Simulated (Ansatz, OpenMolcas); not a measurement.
The same job for OpenMolcas

This Ansatz 0.2.0 job computes triplet SnH3OF:

input.yaml:
```yaml
crystal:
  periodic: [false, false, false]
  atoms:
    - {symbol: O, position_ang: [-1.414400, -0.333000, -0.425000]}
    - {symbol: Sn, position_ang: [0.302300, 0.255900, 0.283700]}
    - {symbol: F, position_ang: [1.409100, -1.315100, 0.302100]}
    - {symbol: H, position_ang: [-1.368600, -0.685700, -1.316700]}
    - {symbol: H, position_ang: [1.096100, 1.317100, -0.782100]}
    - {symbol: H, position_ang: [0.017500, 0.696700, 1.891900]}
basis:
  gaussian: {orbitals: def2-SVPD}
magnetization: {spin_polarized: true, initial_magnetization: 2}
hamiltonian: {xc: {name: SVWN5}}
accuracy: high
output: {orbitals: {seedname: orbitals}}
```

```bash
$ ansatz run input.yaml --threads 1 --pin off --max-ram 3480MiB --events-out events.jsonl --progress --plain --runs-dir runs
```

Geometry: relaxed at PBE0-D4/def2-TZVP. This is one conformer, not always the lowest. That shape belongs to the parent species and isn't relaxed for this state.

It gives a total energy of -389.335130 Eh.

Problem. Write the same calculation for OpenMolcas 26.06 as an input file of the program's own.

Solution. This input was run:

calc.inp:
```
>>> EXPORT MOLCAS_PRINT=2

&gateway
 baslib=$CurrDir
 coord
 6
 angstrom
 O       -1.414400      -0.333000      -0.425000
 Sn       0.302300       0.255900       0.283700
 F        1.409100      -1.315100       0.302100
 H       -1.368600      -0.685700      -1.316700
 H        1.096100       1.317100      -0.782100
 H        0.017500       0.696700       1.891900
 basis=def2-SVPD
 group=NoSym

&seward
 gridinput
 Grid=UltraFine
 End of Grid

&scf
 uhf
 spin=3
 ksdft=SVWN5
 thresholds=1e-10 1e-07 1e-07 1e-05
 prorbitals=1 1
```

```bash
$ export MOLCAS_MEM=1860
$ pymolcas calc.inp > calc.log
```

(Basis files named in the input come from the Basis Set Exchange and aren't shown.)

Its energy is -389.335132 Eh, 0.002 mEh from the first.
